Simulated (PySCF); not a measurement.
C2H6GeO2, SMILES O=[CH][Ge@H]([OH])[CH3]. Atoms are numbered in the order given.

```xyz
11

C      2.0713    -0.1373    -0.3082
Ge     0.2656     0.0503     0.4291
O     -0.4632     1.6224    -0.0537
C     -1.0810    -1.1804    -0.4509
O     -1.9956    -0.6414    -1.0520
H      2.7254     0.6564     0.1026
H      2.0412    -0.0388    -1.4101
H      2.4991    -1.1231    -0.0387
H      0.2536    -0.1036     1.9789
H     -1.2766     1.3696    -0.5467
H     -1.0120    -2.3124    -0.4156
```
Charge 0, spin multiplicity 1.

The structure is a stationary point at PBE-D3(BJ)/def2-SVP. The structure was generated by enumeration; whether it is a known compound was not checked. The values are those of a single conformer.

Two levels are set side by side: PBE/pcSseg-1 (PySCF) and HF/pcSseg-1 (PySCF). GIAO shifts against GeH4 (⁷³Ge), H2O (¹⁷O), TMS (¹H), TMS (¹³C) at the same level; non-relativistic, no solvent, atoms listed together averaged. Differences are taken from unrounded values.

```
quantity                 HF
--------------------  -----
δ(¹³C) of C1 (ppm)      0.0
δ(⁷³Ge) of Ge2 (ppm)  240.3
δ(¹⁷O) of O3 (ppm)    -25.7
δ(¹³C) of C4 (ppm)    249.7
δ(¹⁷O) of O5 (ppm)    929.6
δ(¹H) of H9 (ppm)      5.30
δ(¹H) of H10 (ppm)     3.37
δ(¹H) of H11 (ppm)    12.01
```

What does PBE give, and how far is it from HF? (The exact figures need the calculation; the answer reports its results.)


| quantity | PBE | PBE minus HF |
|---|---|---|
| δ(¹³C) of C1 (ppm) | 4.3 | 4.3 |
| δ(⁷³Ge) of Ge2 (ppm) | 319.0 | 78.8 |
| δ(¹⁷O) of O3 (ppm) | 7.8 | 33.5 |
| δ(¹³C) of C4 (ppm) | 254.6 | 4.9 |
| δ(¹⁷O) of O5 (ppm) | 873.4 | -56.2 |
| δ(¹H) of H9 (ppm) | 6.01 | 0.70 |
| δ(¹H) of H10 (ppm) | 2.69 | -0.68 |
| δ(¹H) of H11 (ppm) | 12.85 | 0.84 |

Rough cost on one machine, each run with all the roots and properties that it gave: HF against PBE within a factor of 2.
